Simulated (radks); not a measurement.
The mean radii <r> (bohr) of the occupied orbitals of an atom or ion are listed with their occupations. All-electron calculation, Dirac Kohn-Sham, PBE, spin-unpolarised, spherical densities, point nucleus. Program: a radial shooting solver on a logarithmic mesh with Libxc functionals.

| orbital | occ. | <r> |
|---|---|---|
| 1s1/2 | 2 | 0.02611 |
| 2s1/2 | 2 | 0.1117 |
| 2p1/2 | 2 | 0.09403 |
| 2p3/2 | 4 | 0.09992 |
| 3s1/2 | 2 | 0.2987 |
| 3p1/2 | 2 | 0.2887 |
| 3p3/2 | 4 | 0.3005 |
| 3d3/2 | 4 | 0.2713 |
| 3d5/2 | 6 | 0.2751 |
| 4s1/2 | 2 | 0.6944 |
| 4p1/2 | 2 | 0.7201 |
| 4p3/2 | 4 | 0.7475 |
| 4d3/2 | 4 | 0.8281 |
| 4d5/2 | 6 | 0.8382 |
| 5s1/2 | 2 | 1.673 |
| 5p1/2 | 2 | 1.871 |
| 5p3/2 | 2 | 1.940 |

Name the element and its charge. Open shells, if any, fill j = l - 1/2 first.

Answer. Z = 55, caesium, charge +3: Cs3+ in [Kr] 4d10 5s2 5p4. The 1s radius gives Z: for a bare nucleus <r> = (2 gamma + 1)/(2Z) with gamma = sqrt(1 - (Z/c)^2), 0.02574 bohr for Z = 55, and screening makes it slightly larger (0.02611 here). The occupations add up to 52, and the charge is Z minus that.
